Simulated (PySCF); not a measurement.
# Two-component Hartree-Fock for Os⁴⁶⁺ (osmium, charge +46)

Start: [Ar] 3d10 4s2. Calculated with PySCF 2.14 in an uncontracted even-tempered set (16 s from 6.3 bohr⁻², ratio 2.8; 13 p from 8.2 bohr⁻², ratio 2.8; 8 d from 15 bohr⁻², ratio 2.8; 4 f from 33 bohr⁻², ratio 3): generalised Hartree-Fock with the X2C-1e Hamiltonian and a Gaussian nucleus; one run each with spin-orbit coupling (SO) switched off, then screened by Boettger's factors.

```json
{"spinor shell": "1s1/2", "electrons": "2", "ε, spin-free (eV)": "-76654.4", "ε, screened SO (eV)": "-76631.4", "weight of nominal j (screened SO)": "1.000", "rms radius, screened SO (bohr)": "0.0200"}
{"spinor shell": "2s1/2", "electrons": "2", "ε, spin-free (eV)": "-15412.6", "ε, screened SO (eV)": "-15405.8", "weight of nominal j (screened SO)": "1.000", "rms radius, screened SO (bohr)": "0.0808"}
{"spinor shell": "2p1/2", "electrons": "2", "ε, spin-free (eV)": "-13732.0", "ε, screened SO (eV)": "-14834.9", "weight of nominal j (screened SO)": "1.000", "rms radius, screened SO (bohr)": "0.0686"}
{"spinor shell": "2p3/2", "electrons": "4", "ε, spin-free (eV)": "-13732.0", "ε, screened SO (eV)": "-13292.0", "weight of nominal j (screened SO)": "1.000", "rms radius, screened SO (bohr)": "0.0762"}
{"spinor shell": "3s1/2", "electrons": "2", "ε, spin-free (eV)": "-5314.8", "ε, screened SO (eV)": "-5313.0", "weight of nominal j (screened SO)": "1.000", "rms radius, screened SO (bohr)": "0.204"}
{"spinor shell": "3p1/2", "electrons": "2", "ε, spin-free (eV)": "-4808.9", "ε, screened SO (eV)": "-5063.1", "weight of nominal j (screened SO)": "1.000", "rms radius, screened SO (bohr)": "0.195"}
{"spinor shell": "3p3/2", "electrons": "4", "ε, spin-free (eV)": "-4808.9", "ε, screened SO (eV)": "-4706.1", "weight of nominal j (screened SO)": "1.000", "rms radius, screened SO (bohr)": "0.209"}
{"spinor shell": "3d3/2", "electrons": "4", "ε, spin-free (eV)": "-4262.4", "ε, screened SO (eV)": "-4308.4", "weight of nominal j (screened SO)": "1.000", "rms radius, screened SO (bohr)": "0.182"}
{"spinor shell": "3d5/2", "electrons": "6", "ε, spin-free (eV)": "-4262.4", "ε, screened SO (eV)": "-4231.0", "weight of nominal j (screened SO)": "1.000", "rms radius, screened SO (bohr)": "0.186"}
{"spinor shell": "4s1/2", "electrons": "2", "ε, spin-free (eV)": "-2536.3", "ε, screened SO (eV)": "-2536.0", "weight of nominal j (screened SO)": "1.000", "rms radius, screened SO (bohr)": "0.424"}
```

```tsv
quantity	spin-free	screened SO
E (hartree)	-15762.88585	-15784.71989
M_J	0	0
⟨J²⟩	0.000	0.000
⟨L²⟩	0.000	0.070
⟨S²⟩	0.000	0.070
```

Breit and QED terms are absent; they matter most for the inner s and p1/2 levels.

Densities and radii are taken from the X2C orbitals without a picture-change correction, which distorts them close to the nucleus.

Without spin-orbit coupling the j labels of p, d and f shells carry no meaning; the spin-free column gives the mean over the occupied spinors of each nl shell.
